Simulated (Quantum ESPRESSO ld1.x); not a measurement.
All-electron atom: the nickel ion Ni11+ in [Ne] 3s2 3p5.

All-electron calculation, scalar-relativistic Kohn-Sham, LDA (Slater exchange, Perdew-Wang correlation), spin-polarised, spherical densities, point nucleus; open shells are filled with parallel spins first. Program: ld1.x of Quantum ESPRESSO 7.5.

Energy parts (hartree):
total: -1468.8857
kinetic: 1489.8922
electron-nucleus: -3327.2215
Hartree: 419.3557
exchange-correlation: -50.9122

Orbitals (lengths in bohr, moments of r in powers of bohr; r(90%) holds 90 % of the orbital's charge):
| orbital | occ. | eigenvalue (hartree) | <1/r> | r(90%) | <r> |
|---|---|---|---|---|---|
| 1s up | 1 | -312.680 | 28.04 | 0.0968 | 0.05419 |
| 1s down | 1 | -312.650 | 28.04 | 0.0968 | 0.05418 |
| 2s up | 1 | -47.5970 | 6.079 | 0.378 | 0.2444 |
| 2s down | 1 | -47.5688 | 6.080 | 0.378 | 0.2444 |
| 2p up | 3 | -42.6356 | 5.968 | 0.351 | 0.2146 |
| 2p down | 3 | -42.6008 | 5.968 | 0.351 | 0.2146 |
| 3s up | 1 | -13.9588 | 2.176 | 0.966 | 0.6604 |
| 3s down | 1 | -13.8716 | 2.173 | 0.968 | 0.6613 |
| 3p up | 3 | -12.4469 | 2.087 | 0.985 | 0.6604 |
| 3p down | 2 | -12.3602 | 2.084 | 0.988 | 0.6616 |
| 3d up | 0 | -10.1275 | 1.921 | 0.975 | 0.6267 |
| 3d down | 0 | -10.0478 | 1.920 | 0.978 | 0.6275 |
| 4s up | 0 | -6.23883 | 1.041 | 1.93 | 1.364 |
| 4s down | 0 | -6.21295 | 1.037 | 1.94 | 1.368 |
| 4p up | 0 | -5.69345 | 0.9967 | 2.01 | 1.408 |
| 4p down | 0 | -5.66926 | 0.9930 | 2.02 | 1.413 |

The highest occupied level is 3p down at -336.34 eV. For comparison, the ionisation energy in NIST's Atomic Spectra Database is 351.6 eV (semi-empirical). In exact Kohn-Sham theory the highest level is minus the ionisation energy, but local and semilocal functionals leave it too shallow, through self-interaction and a potential that decays too fast; potentials with the right tail come closer. Spin moment in Bohr magnetons: 1. The density falls to 0.001 e/bohr^3 at r = 1.71 bohr. Summed over all electrons, <r^2> = 4.003 bohr^2, which gives a Langevin (diamagnetic) susceptibility term of -3.17 x 10^-6 cm^3/mol.
